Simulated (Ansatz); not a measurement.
FH4O2ScSi, SMILES `[OH][Sc]([F])[O][SiH3]`. The species carries charge 0 and has multiplicity 1.

```xyz
9

O    -1.187    1.670    1.984
Sc   -0.953   -0.037    1.298
F    -1.773   -1.489    2.102
O     0.121   -0.335   -0.230
Si    1.050   -0.542   -1.552
H    -1.301    2.551    2.327
H     2.308    0.247   -1.434
H     1.411   -1.976   -1.723
H     0.323   -0.090   -2.770
```

**Question.** What are the harmonic wavenumbers in cm⁻¹ at PBE0-D4/def2-TZVP (Ansatz, finite differences of forces, unscaled)? (An estimate is asked.)

**Answer.** The calculation gave: 10i, 47, 60, 135, 156, 177, 203, 416, 440, 670, 727, 732, 753, 954, 957, 985, 1045, 2205, 2207, 2213, 4005.
